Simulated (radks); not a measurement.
Results of a calculation; reference values are marked as such.
The mean radii <r> (bohr) of the occupied orbitals of an atom or ion are listed with their occupations. Level of theory: scalar-relativistic Kohn-Sham, PBEsol, spin-polarised, spherical densities, finite nucleus; Fermi nuclear charge, rms radius of each element as measured or else 0.836 A^(1/3) + 0.57 fm (a radial shooting solver on a logarithmic mesh with Libxc functionals).

| orbital | occ. | <r> |
|---|---|---|
| 1s | 2 | 0.01900 |
| 2s | 2 | 0.08040 |
| 2p | 6 | 0.07173 |
| 3s | 2 | 0.2088 |
| 3p | 6 | 0.2086 |
| 3d | 10 | 0.1890 |
| 4s | 2 | 0.4684 |
| 4p | 6 | 0.4979 |
| 4d | 10 | 0.5354 |
| 5s | 2 | 1.124 |
| 5p | 6 | 1.303 |
| 4f | 14 | 0.6694 |

Name the element and its charge. Open shells, if any, are filled with parallel spins first.

Answer. Z = 72, hafnium, charge +4: Hf4+ in [Xe] 4f14. The 1s radius gives Z: for a bare nucleus <r> = (2 gamma + 1)/(2Z) with gamma = sqrt(1 - (Z/c)^2), 0.01876 bohr for Z = 72, and screening makes it slightly larger (0.01900 here). The occupations add up to 68, and the charge is Z minus that.
